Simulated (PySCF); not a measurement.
Species: VICl3 (doublet state).
Bonds: V1–I2, V1–Cl3, V1–Cl4, V1–Cl5.

Computed by this run: PBE0-D3(BJ)/def2-SVP geometry optimisation, gas phase, def2 core potentials past Kr in PySCF 2.14.0; unrestricted, density fitting, grid level 1; the optimiser is geomeTRIC in internal coordinates, started from a GFN2-xTB structure with every atom displaced at random (about 0.03 Å).

Step 4: E = -71329.2317 eV
```
atom  x, y, z in Å  |  force x, y, z in eV/Å
V1      0.0154   -0.0412   -0.1170   -0.021  -0.065  -0.010
I2      0.0808   -0.0296    2.3710    0.002  -0.001   0.002
Cl3     2.0229   -0.0688   -0.8120   -0.087   0.002  -0.010
Cl4    -0.8945    1.7504   -0.8032    0.043   0.025  -0.025
Cl5    -1.1497   -1.7212   -0.7009    0.064   0.038   0.043
```

Step 5: E = -71329.2320 eV
```
atom  x, y, z in Å  |  force x, y, z in eV/Å
V1     -0.0021   -0.0309   -0.1070    0.158  -0.044  -0.092
I2      0.0762   -0.0456    2.3791   -0.007   0.025   0.014
Cl3     2.0040   -0.0682   -0.8252   -0.172   0.000   0.048
Cl4    -0.8752    1.7674   -0.8187    0.004   0.014   0.004
Cl5    -1.1280   -1.7332   -0.6903    0.016   0.004   0.027
```

Question: Estimate the geometry and energy of step 6. (The exact step hangs on the optimiser's Hessian estimate; all steps are aligned on step 5, rigid shifts and turns removed.)

Answer: E = -71329.2324 eV, largest force 0.148 eV/Å
```
atom  x, y, z in Å  |  force x, y, z in eV/Å
V1     -0.0042   -0.0311   -0.1066    0.129  -0.003  -0.072
I2      0.0726   -0.0469    2.3799   -0.005   0.028   0.011
Cl3     1.9964   -0.0674   -0.8296   -0.111  -0.007   0.035
Cl4    -0.8683    1.7721   -0.8186   -0.007   0.002   0.008
Cl5    -1.1217   -1.7373   -0.6873   -0.005  -0.019   0.016
```

The energy changes by -0.0004 eV. The first-order estimate −F·Δx gives -0.0010 eV and the mean of the old and new forces, exact on a quadratic surface, -0.0007 eV. The step makes an angle of 76° with the force vector and moves no atom by more than 0.009 Å.

The cost below is that of the whole optimisation. On an Arm Neoverse V2 with one thread, on a shared host, this took 8.9 min of wall time and 0.53 GiB of memory at its peak.
